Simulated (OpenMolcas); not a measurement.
Rh2+ (d7) among equal point charges was computed by CASSCF with the d shell active (OpenMolcas, ANO-RCC-VTZP on the metal). Its lowest spin-free states, and all those of the highest spin:

```json
{"2S+1": "4", "Degeneracy": "3", "E (cm-1)": "0.0"}
{"2S+1": "4", "Degeneracy": "3", "E (cm-1)": "7404"}
{"2S+1": "2", "Degeneracy": "2", "E (cm-1)": "9710"}
{"2S+1": "2", "Degeneracy": "3", "E (cm-1)": "15601"}
{"2S+1": "4", "Degeneracy": "1", "E (cm-1)": "16087"}
{"2S+1": "2", "Degeneracy": "3", "E (cm-1)": "16380"}
{"2S+1": "4", "Degeneracy": "3", "E (cm-1)": "19724"}
{"2S+1": "2", "Degeneracy": "3", "E (cm-1)": "20552"}
{"2S+1": "2", "Degeneracy": "1", "E (cm-1)": "21277"}
{"2S+1": "2", "Degeneracy": "3", "E (cm-1)": "24261"}
{"2S+1": "2", "Degeneracy": "3", "E (cm-1)": "24821"}
{"2S+1": "2", "Degeneracy": "2", "E (cm-1)": "26442"}
```

Task: Is the site octahedral, tetrahedral or cube-like, axial, or of lower symmetry?

Result: The states with 2S+1 = 4 have orbital degeneracies 3, 3, 1, 3. Threefold states need a cubic site. For d7 at this spin an octahedron puts the threefold T1 below the threefold T2 and a tetrahedron or cube puts the single A2 below the threefold T2, so the site is octahedral. The run had Rh2+ among 6 point charges of -1 e arranged as an octahedron (Oh), 1.82 Å from the ion.

An orbital triplet at a regular site is open to Jahn-Teller coupling, which can distort the site and quench the lowest spin-orbit gaps and is left out. Without dynamic correlation the repulsion within the d shell is too large (B by tens of per cent), so at a given field states of lower spin stand too high. Point charges give a weaker field than real ligands, and real ions of this kind are as a rule low spin; the high spin found here belongs to the model. This is an electrostatic model: the charges have no orbitals. No measured value stands beside these numbers.
